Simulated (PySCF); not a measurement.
# Ti: ionisation energy

Ti [Ar] 3d2 4s2 [3d3/2^2, M_J = 2] → Ti⁺ [Ar] 3d2 4s1 [3d3/2^2 4s1/2^1, M_J = 3/2], as a difference of total energies. Calculation: PySCF 2.14, in x2c-SVPall-2c with one added diffuse shell each of s, d type (6s5p4d1f, 48 functions); the two-component X2C-1e Hamiltonian. Correlated levels: [Ne] frozen; the 6 highest virtual spinors dropped. "Screened" scales the spin-orbit matrix elements by Boettger's factors to mimic the two-electron term; Breit and QED terms are absent.

| method | ionisation energy (eV) |
| --- | --- |
| GHF (spin-free) | 5.568 |
| GMP2 (spin-free) | 6.409 |
| GHF (screened spin-orbit) | 5.568 |
| GMP2 (screened spin-orbit) | 6.409 |

Task: How much does correlation contribute at GMP2 (screened spin-orbit)?

Result: 6.409 − (5.568) = 0.841 eV, measured against GHF (screened spin-orbit).

Errors of the correlated levels include the incompleteness of this basis and the frozen core.

The labels give the starting determinants; with spin-orbit coupling the two ends relaxed to ⟨J²⟩ = 7.88, ⟨L²⟩ = 12.01, ⟨S²⟩ = 2.01 and ⟨J²⟩ = 6.65, ⟨L²⟩ = 12.00, ⟨S²⟩ = 3.75.

MP2 underrates the near-degeneracy of ns² with np² in the lower species.

The determinant of Ti and of Ti⁺ mixes levels of different J (the jj label is only the starting occupation), so the difference between spin-free and spin-orbit rows is not the physical spin-orbit shift.

For comparison: 6.828 eV (measured; NIST Atomic Spectra Database, ionization energies).
